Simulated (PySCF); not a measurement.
**Dipole response of Cr (chromium, neutral)**

[Ar] 3d5 4s1, high-spin 7S determinant. Calculation: PySCF 2.14, in aug-cc-pwCVTZ; the non-relativistic Hamiltonian (point nucleus). Coupled (time-dependent) response in atomic units; α is the mean over directions.

```json
{"method": "UHF", "mean α (bohr³)": "112.6", "C₆ (like pair)": "1033", "S(−4)": "11640"}
{"method": "PBE", "mean α (bohr³)": "70.89", "C₆ (like pair)": "575.2", "S(−4)": "3938"}
```

S(−4) is the Cauchy moment in α(ω) = α(0) + S(−4) ω² + …

Reference α: 83 ± 12 bohr³ (recommended; Schwerdtfeger and Nagle, table of static dipole polarizabilities (2023 update)). Published C₆: 602.0 (Chu and Dalgarno (2004); Tang, Norbeck and Certain (1976)).

Hartree-Fock lies above the reference because it lacks correlation, which contracts the outer shell.

α(iu) at UHF:

```tsv
u (hartree)	α(iu) (bohr³)
0	112.6
0.0500	90.07
0.100	58.26
0.200	27.11
0.300	16.06
0.500	8.436
0.750	5.199
1.00	3.695
1.50	2.251
2.00	1.552
3.00	0.8806
5.00	0.4014
```
